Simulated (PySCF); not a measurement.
Isomers of C8H12Si. Level of theory: PySCF 2.14.0, PBE0-D3(BJ)/def2-SVP geometry optimisation, gas phase. One conformer each; no zero-point energy, no entropy. No frequencies were run at this level. Point groups hold within 0.08 Å.

Question: Order them by energy at this level, lowest first, and give relative energies in kJ/mol.
A. `[CH2:1]=[CH:2][Si:3]([CH:4]=[CH2:5])([CH:6]=[CH2:7])[CH:8]=[CH2:9]` with C1–C2–Si3–C4 134°, C2–Si3–C4–C5 -142°, C2–Si3–C6–C7 -132°, C2–Si3–C8–C9 -130°
B. `[CH2:1]=[CH:2]/[CH:3]=[CH:4]/[CH:5]=[CH:6]/[CH:7]=[CH:8]/[SiH3:9]` with C1–C2–C3–C4 180°, C3–C4–C5–C6 180°, C5–C6–C7–C8 180°
C. `[SiH3:1][CH2:2][C:3]1=[CH:4][CH:5]=[CH:6][C:7]12[CH2:8][CH2:9]2` with Si1–C2–C3–C4 79°
D. `[SiH3:1][CH2:2][C@H:3]1[C@H:4]2[CH:5]=[CH:6][C@@H:7]1[CH:8]=[CH:9]2` with Si1–C2–C3–C4 64°

Answer: C (0.0), D (40.2), B (64.3), A (97.7).

As drawn, the lowest has a three-membered ring and a quaternary carbon, which the highest lacks.

```tsv
SMILES	E (Eh)	E rel (kJ/mol)	dipole (D)	point group	A, B, C (MHz)
[SiH3]CC1=CC=CC12CC2	-600.71441	0.0	1.25	C1	2117, 1082, 831.4
[SiH3]C[C@H]1[C@H]2C=C[C@@H]1C=C2	-600.69909	40.2	0.85	C1	2898, 936.3, 906.0
C=C/C=C/C=C/C=C/[SiH3]	-600.68990	64.3	1.47	Cs	13176, 290.9, 285.6
C=C[Si](C=C)(C=C)C=C	-600.67721	97.7	0.23	C1	1361, 1041, 1033
```
